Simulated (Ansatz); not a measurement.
Isolated molecules relaxed with PBE0-D4/def2-TZVP in Ansatz; ΔE leaves out vibrations. CCSD(T)/CBS is the MP2 limit (def2-TZVPP, def2-QZVPP) plus CCSD(T) − MP2 in def2-TZVPP, frozen cores. Functionals use def2-TZVPP. Each species was taken in one conformer, which may not be the lowest.

Reaction (redistribution): `F[SiH](F)[SiH3]` + `OBN[SiH3]` → `O[SiH](F)[SiH3]` + `FBN[SiH3]`

| level | ΔE (eV) |
| --- | --- |
| ωB97X-V | 0.23 |
| SCS-MP2/def2-QZVPP | 0.25 |

Question: What does CCSD(T)/CBS give? (Estimate.)

Answer: The calculation gave: +0.25 eV. The listed levels differ from it by -0.02, 0.00 eV.

Largest T1 diagnostic among the species: 0.013.

Leaving LDA and LC-ωPBE aside and taking each functional with its dispersion term where it has one, the values, not all of them listed here, spread over 0.02 eV, from BHLYP-D4 to B97M-V.
